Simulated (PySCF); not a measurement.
Ionisation energy of Cl²⁺ by level of theory

Cl²⁺ [Ne] 3s2 3p3 (4S) → Cl³⁺ [Ne] 3s2 3p2 (3P), as a difference of total energies. Computed with PySCF 2.14 in aug-cc-pV(5+d)Z (8s7p6d4f3g2h, 136 functions), with the non-relativistic Hamiltonian (point nucleus). Correlated levels: valence: [Ne] frozen. The calculations carry no spin-orbit coupling.

| method | ionisation energy (eV) |
| --- | --- |
| UHF | 38.960 |
| LDA | 39.665 |
| PBE | 39.577 |
| PBE0 | 39.660 |
| r2SCAN | 39.833 |
| r2SCAN0 | 39.817 |
| MN15 | 39.720 |
| HSE06 | 39.644 |
| MP2 (valence) | 39.682 |
| SCS-MP2 (valence) | 39.479 |

Q: How much does correlation contribute at MP2 (valence)?

A: 39.682 − (38.960) = 0.722 eV, measured against UHF.

A first-order spin-orbit estimate (lowest level to lowest level, LS coupling) adds -0.099 eV.

For comparison: 39.8 ± 0.11 eV (semi-empirical (NIST evaluation); NIST Atomic Spectra Database, ionization energies).
